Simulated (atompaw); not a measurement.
## Cutoff test, Tc, PAW (atompaw)

technetium, PAW, made with atompaw 4.2.0.5 (LDA (PW92), scalar-relativistic). Core [Ar] 3d10, reference 4s2 4p6 4d5 5s2 5p0. Waves: 4s (bound): rc 1.30 bohr; 5s (bound): rc 2.00 bohr; 4p (bound): rc 2.05 bohr; 5p (bound, empty): rc 2.40 bohr; 4d (bound): rc 2.40 bohr; 4d channel at 1.6 Ry: rc 1.30 bohr. Local part: bessel scheme, radius 1.80 bohr. Core correction: smooth core density matched at 2.05 bohr. Augmentation charge: sinc compensation charge, radius 2.40 bohr; PAW radius 2.40 bohr; waves and projectors: custom rrkj vanderbiltortho.

The pseudo-atom Hamiltonian at the reference potential is diagonalised in spherical Bessel functions j_l(qr) that vanish at 20 bohr, with q² up to the cutoff. All-electron valence levels (Ry): 4s -5.3942, 5s -0.3865, 4p -3.3369, 5p -0.1118, 4d -0.5007.

Problem. How do the lowest levels (Ry) of each channel move with the cutoff, and are there ghosts?

Solution.

| cutoff (Ry) | s #1 | s #2 | p #1 | p #2 | p #3 | d #1 | d #2 | f #1 | f #2 | Σ f·Δε (mRy) |
| --- | --- | --- | --- | --- | --- | --- | --- | --- | --- | --- |
| 8 | -5.2459 | -0.2967 | -2.5709 | -0.1098 | 0.0485 | -0.3769 | 0.0603 | 0.1099 | 0.2302 | 5691.6 |
| 10 | -5.3007 | -0.3148 | -3.0663 | -0.1115 | 0.0482 | -0.4477 | 0.0594 | 0.1099 | 0.2302 | 2219.0 |
| 12 | -5.3337 | -0.3324 | -3.2518 | -0.1117 | 0.0481 | -0.4824 | 0.0590 | 0.1099 | 0.2302 | 831.4 |
| 18 | -5.3772 | -0.3736 | -3.3350 | -0.1118 | 0.0481 | -0.5003 | 0.0586 | 0.1099 | 0.2302 | 73.9 |
| 21 | -5.3854 | -0.3822 | -3.3362 | -0.1118 | 0.0481 | -0.5004 | 0.0586 | 0.1099 | 0.2302 | 31.9 |
| 25 | -5.3899 | -0.3855 | -3.3363 | -0.1118 | 0.0481 | -0.5004 | 0.0586 | 0.1099 | 0.2302 | 15.5 |
| 30 | -5.3928 | -0.3862 | -3.3367 | -0.1118 | 0.0481 | -0.5006 | 0.0585 | 0.1099 | 0.2302 | 5.4 |
| 35 | -5.3937 | -0.3863 | -3.3368 | -0.1118 | 0.0481 | -0.5006 | 0.0585 | 0.1099 | 0.2302 | 2.3 |
| 45 | -5.3940 | -0.3865 | -3.3369 | -0.1118 | 0.0481 | -0.5007 | 0.0585 | 0.1099 | 0.2302 | 0.9 |
| 50 | -5.3940 | -0.3865 | -3.3369 | -0.1118 | 0.0481 | -0.5007 | 0.0585 | 0.1099 | 0.2302 | 0.7 |
| 55 | -5.3940 | -0.3865 | -3.3369 | -0.1118 | 0.0481 | -0.5007 | 0.0585 | 0.1099 | 0.2302 | 0.6 |
| 400 | -5.3942 | -0.3866 | -3.3369 | -0.1118 | 0.0481 | -0.5007 | 0.0585 | 0.1099 | 0.2302 | 0.0 |

Result: no extra level below or beside the all-electron valence levels (s, p, d, f tested); 10 mRy is reached at 30 Ry and 1 mRy at 45 Ry.
